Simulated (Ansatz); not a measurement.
Gas-phase electronic energies from Ansatz, PBE0-D4/def2-TZVP geometries. CCSD(T)/CBS is the MP2 limit (def2-TZVPP, def2-QZVPP) plus CCSD(T) − MP2 in def2-TZVPP, frozen cores. This one scheme is used for every species. DFT in def2-TZVPP. Each species was taken in one conformer, which may not be the lowest.

Consider the ligand exchange at the Si–C bond: `N#CC[SiH3]` + `F[SiH2]P` → `F[SiH2]P[SiH3]` + `CC#N`.

| level | ΔE (kJ/mol) | difference from CCSD(T)/CBS |
| --- | --- | --- |
| CAM-B3LYP-D4 | -30.2 | 4.6 |
| ωB97X-V | -33.5 | 1.3 |
| B2PLYP | -31.3 | 3.5 |
| r2SCAN | -37.3 | -2.5 |
| PBE0 | -38.2 | -3.4 |
| BHLYP | -29.0 | 5.8 |
| CAM-B3LYP | -27.6 | 7.2 |
| CCSD/def2-TZVPP | -30.8 | 4.0 |
| MP2/def2-QZVPP | -34.6 | 0.2 |
| MP2/CBS(def2) | -35.8 | -1.0 |
| CCSD(T)/CBS | -34.8 | 0 |

What do rigid-rotor, harmonic-oscillator terms from PBE0-D4/def2-TZVP frequencies (298.15 K, 1 bar) make of the CCSD(T)/CBS value? (Estimate.)

Computed: ΔZPE = +5.4 kJ/mol, ΔH = -28.1 kJ/mol, ΔS = -1 J/(mol·K), ΔG = -27.9 kJ/mol. Modes under 50 cm⁻¹ make the entropy rough.

Largest T1 diagnostic among the species: 0.013.

At CCSD(T), def2-SVP lies +4.8 kJ/mol from the extrapolated value and def2-TZVPP +2.3 kJ/mol. The D4 term adds −4.4 kJ/mol with B3LYP and −2.4 kJ/mol with PBE0; it sums over pairs of atoms, weighted by their polarisabilities, and B3LYP, whose exchange is more repulsive, gets the larger term.

B3LYP here is the variant with VWN-RPA as its local correlation; programs differ in this.
